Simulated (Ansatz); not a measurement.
Ansatz (a quantum-chemistry and plane-wave program) input for H₄MgSSi, SMILES [SiH3][Mg][SH], PBE-D3(BJ)/def2-TZVP. 

Ansatz 0.2 input:
```yaml
crystal:
  periodic: [false, false, false]
  atoms:
    - {symbol: Mg, position_ang: [0.53358135, -0.41353607, -0.43424656]}
    - {symbol: S, position_ang: [0.22680181, 1.78299132, -1.23114348]}
    - {symbol: H, position_ang: [1.02038727, 1.89214074, -2.28398775]}
    - {symbol: Si, position_ang: [-0.59671188, -1.46353609, 1.51609798]}
    - {symbol: H, position_ang: [-1.57094659, -2.53534333, 1.20786235]}
    - {symbol: H, position_ang: [-1.38316951, -0.39418528, 2.17950684]}
    - {symbol: H, position_ang: [0.25588981, -2.03853518, 2.58050114]}
basis:
  gaussian:
    orbitals: def2-TZVP
hamiltonian:
  xc: pbe
  dispersion: d3bj
relax: {f_tol: 0.002, max_steps: 200}
```

Log of the run:

```
WARN ansatz: RAYON_NUM_THREADS=1 ignored (pool sized by the plan → 1); use --threads N
Functional definition: PBE
integrals: 0.06 GiB planned
977 factors; their error is unknown
mean field: 0.35 GiB planned
mean field evaluation 1: about -24207.3599 eV, gradient 3.2e1 eV
mean field evaluation 2: about -24194.2862 eV, gradient 6.9e1 eV
mean field evaluation 4: about -24211.3858 eV, gradient 5.5e0 eV
mean field evaluation 8: about -24211.4609 eV, gradient 8.5e-2 eV
mean field evaluation 16: about -24211.4610 eV, gradient 2.2e-5 eV
mean field -24211.46097392 eV, -889.7547796738 hartree, gradient 2.2e-5 eV, S^2 0.000000; 0 other end points of the search recorded, 0 dependent functions left out
the calculation of the forces begins
reference -24211.46101918 eV, -889.7547813371 hartree; 23, 23 occupied and 107, 107 virtual orbitals, 977 factors
relax step   1: F+E_penalty+E_count = -24211.59801166 eV  Δ(F+E_penalty+E_count) = +0.000e0 eV  max|allowed force component| = 8.479e-1 eV/Å  Δτ_max = 0.0000 Å  (25 SCF iters, accepted)
these checks for a lower state are left out or cut short: starts, cluster_reference, orbital_swaps, neighbouring_geometries, increment
integrals: 0.06 GiB planned
977 factors; their error is unknown
mean field: 0.35 GiB planned
mean field -24211.60698770 eV, -889.7601455814 hartree, gradient 9.3e-6 eV, S^2 0.000000; 0 other end points of the search recorded, 0 dependent functions left out
the calculation of the forces begins
reference -24211.60703339 eV, -889.7601472604 hartree; 23, 23 occupied and 107, 107 virtual orbitals, 977 factors
relax step   2: F+E_penalty+E_count = -24211.74108238 eV  Δ(F+E_penalty+E_count) = -1.431e-1 eV  max|allowed force component| = 1.994e-1 eV/Å  Δτ_max = 0.1948 Å  (27 SCF iters, accepted)
these checks for a lower state are left out or cut short: starts, cluster_reference, orbital_swaps, neighbouring_geometries, increment
integrals: 0.06 GiB planned
977 factors; their error is unknown
mean field: 0.35 GiB planned
mean field -24211.66573888 eV, -889.7623046473 hartree, gradient 1.4e-5 eV, S^2 0.000000; 0 other end points of the search recorded, 0 dependent functions left out
the calculation of the forces begins
reference -24211.66578468 eV, -889.7623063305 hartree; 23, 23 occupied and 107, 107 virtual orbitals, 977 factors
relax step   3: F+E_penalty+E_count = -24211.79795985 eV  Δ(F+E_penalty+E_count) = -5.688e-2 eV  max|allowed force component| = 3.205e-1 eV/Å  Δτ_max = 0.1946 Å  (26 SCF iters, accepted)
these checks for a lower state are left out or cut short: starts, cluster_reference, orbital_swaps, neighbouring_geometries, increment
integrals: 0.06 GiB planned
977 factors; their error is unknown
mean field: 0.34 GiB planned
mean field evaluation 32: about -24211.7400 eV, gradient 1.4e-1 eV
mean field -24211.72474432 eV, -889.7644730572 hartree, gradient 9.6e-6 eV, S^2 0.000000; 0 other end points of the search recorded, 0 dependent functions left out
the calculation of the forces begins
reference -24211.72479053 eV, -889.7644747554 hartree; 23, 23 occupied and 107, 107 virtual orbitals, 977 factors
relax step   4: F+E_penalty+E_count = -24211.85594835 eV  Δ(F+E_penalty+E_count) = -5.799e-2 eV  max|allowed force component| = 2.817e-1 eV/Å  Δτ_max = 0.2000 Å  (26 SCF iters, accepted)
these checks for a lower state are left out or cut short: starts, cluster_reference, orbital_swaps, neighbouring_geometries, increment
integrals: 0.06 GiB planned
977 factors; their error is unknown
mean field: 0.34 GiB planned
mean field -24211.76768080 eV, -889.7660509439 hartree, gradient 5.9e-6 eV, S^2 0.000000; 0 other end points of the search recorded, 0 dependent functions left out
the calculation of the forces begins
reference -24211.76772744 eV, -889.7660526578 hartree; 23, 23 occupied and 107, 107 virtual orbitals, 977 factors
relax step   5: F+E_penalty+E_count = -24211.89780059 eV  Δ(F+E_penalty+E_count) = -4.185e-2 eV  max|allowed force component| = 1.848e-1 eV/Å  Δτ_max = 0.1946 Å  (28 SCF iters, accepted)
these checks for a lower state are left out or cut short: starts, cluster_reference, orbital_swaps, neighbouring_geometries, increment
integrals: 0.06 GiB planned
977 factors; their error is unknown
mean field: 0.34 GiB planned
mean field -24211.80225173 eV, -889.7673214019 hartree, gradient 1.2e-5 eV, S^2 0.000000; 0 other end points of the search recorded, 0 dependent functions left out
the calculation of the forces begins
reference -24211.80229839 eV, -889.7673231169 hartree; 23, 23 occupied and 107, 107 virtual orbitals, 977 factors
relax step   6: F+E_penalty+E_count = -24211.93195840 eV  Δ(F+E_penalty+E_count) = -3.416e-2 eV  max|allowed force component| = 6.916e-2 eV/Å  Δτ_max = 0.1998 Å  (27 SCF iters, accepted)
these checks for a lower state are left out or cut short: starts, cluster_reference, orbital_swaps, neighbouring_geometries, increment
integrals: 0.06 GiB planned
977 factors; their error is unknown
mean field: 0.34 GiB planned
mean field -24211.81123220 eV, -889.7676514281 hartree, gradient 1.3e-5 eV, S^2 0.000000; 0 other end points of the search recorded, 0 dependent functions left out
the calculation of the forces begins
reference -24211.81127888 eV, -889.7676531436 hartree; 23, 23 occupied and 107, 107 virtual orbitals, 977 factors
relax step   7: F+E_penalty+E_count = -24211.94110608 eV  Δ(F+E_penalty+E_count) = -9.148e-3 eV  max|allowed force component| = 1.029e-1 eV/Å  Δτ_max = 0.1416 Å  (25 SCF iters, accepted)
these checks for a lower state are left out or cut short: starts, cluster_reference, orbital_swaps, neighbouring_geometries, increment
integrals: 0.06 GiB planned
977 factors; their error is unknown
mean field: 0.34 GiB planned
mean field evaluation 64: about -24211.8119 eV, gradient 2.1e-5 eV
mean field -24211.81185424 eV, -889.7676742879 hartree, gradient 2.1e-5 eV, S^2 0.000000; 0 other end points of the search recorded, 0 dependent functions left out
the calculation of the forces begins
reference -24211.81190081 eV, -889.7676759992 hartree; 23, 23 occupied and 107, 107 virtual orbitals, 977 factors
relax step   8: F+E_penalty+E_count = -24211.94164334 eV  Δ(F+E_penalty+E_count) = -5.373e-4 eV  max|allowed force component| = 1.237e-1 eV/Å  Δτ_max = 0.0791 Å  (24 SCF iters, accepted)
these checks for a lower state are left out or cut short: starts, cluster_reference, orbital_swaps, neighbouring_geometries, increment
integrals: 0.06 GiB planned
977 factors; their error is unknown
mean field: 0.34 GiB planned
mean field -24211.81312829 eV, -889.7677211083 hartree, gradient 1.4e-5 eV, S^2 0.000000; 0 other end points of the search recorded, 0 dependent functions left out
the calculation of the forces begins
reference -24211.81317490 eV, -889.7677228212 hartree; 23, 23 occupied and 107, 107 virtual orbitals, 977 factors
relax step   9: F+E_penalty+E_count = -24211.94307709 eV  Δ(F+E_penalty+E_count) = -1.434e-3 eV  max|allowed force component| = 1.272e-2 eV/Å  Δτ_max = 0.0222 Å  (26 SCF iters, accepted)
these checks for a lower state are left out or cut short: starts, cluster_reference, orbital_swaps, neighbouring_geometries, increment
integrals: 0.06 GiB planned
977 factors; their error is unknown
mean field: 0.34 GiB planned
mean field -24211.81312975 eV, -889.7677211619 hartree, gradient 1.4e-5 eV, S^2 0.000000; 0 other end points of the search recorded, 0 dependent functions left out
the calculation of the forces begins
reference -24211.81317635 eV, -889.7677228744 hartree; 23, 23 occupied and 107, 107 virtual orbitals, 977 factors
relax step  10: F+E_penalty+E_count = -24211.94310451 eV  Δ(F+E_penalty+E_count) = -2.742e-5 eV  max|allowed force component| = 8.701e-3 eV/Å  Δτ_max = 0.0111 Å  (27 SCF iters, accepted)
these checks for a lower state are left out or cut short: starts, cluster_reference, orbital_swaps, neighbouring_geometries, increment
integrals: 0.06 GiB planned
977 factors; their error is unknown
mean field: 0.34 GiB planned
mean field -24211.81314930 eV, -889.7677218805 hartree, gradient 6.0e-5 eV, S^2 0.000000; 0 other end points of the search recorded, 0 dependent functions left out
the calculation of the forces begins
reference -24211.81319591 eV, -889.7677235931 hartree; 23, 23 occupied and 107, 107 virtual orbitals, 977 factors
relax step  11: F+E_penalty+E_count = -24211.94311426 eV  Δ(F+E_penalty+E_count) = -9.750e-6 eV  max|allowed force component| = 5.589e-4 eV/Å  Δτ_max = 0.0019 Å  (18 SCF iters, accepted)
integrals: 0.06 GiB planned
977 factors; their error is unknown
mean field: 0.34 GiB planned
mean field evaluation 96: about -24211.8131 eV, gradient 1.2e-2 eV
mean field -24211.81314930 eV, -889.7677218805 hartree, gradient 6.0e-5 eV, S^2 0.000000; 1 other end points of the search recorded, 0 dependent functions left out
the calculation of the forces begins
reference -24211.81319591 eV, -889.7677235931 hartree; 23, 23 occupied and 107, 107 virtual orbitals, 977 factors
Total energy: -24211.94316087 eV, -889.7724997173 hartree
Atom 0 at    -0.074449     0.396650    -0.113717 Å, force    -0.000157    -0.000364     0.000473 eV/Å
Atom 1 at     0.451150     2.056950    -1.634598 Å, force     0.000141    -0.000054    -0.000199 eV/Å
Atom 2 at     1.303359     1.236772    -2.297935 Å, force    -0.000022     0.000192    -0.000044 eV/Å
Atom 3 at    -0.693861    -1.412023     1.605413 Å, force    -0.000151     0.000559    -0.000229 eV/Å
Atom 4 at    -1.422387    -2.571854     0.988062 Å, force    -0.000066    -0.000138    -0.000000 eV/Å
Atom 5 at    -1.587356    -0.885951     2.692939 Å, force     0.000045    -0.000078    -0.000076 eV/Å
Atom 6 at     0.509376    -1.990548     2.294427 Å, force     0.000210    -0.000118     0.000074 eV/Å
Dipole moment:     0.044611    -0.193676     0.041763 e Å
```

Self-consistency was reached.
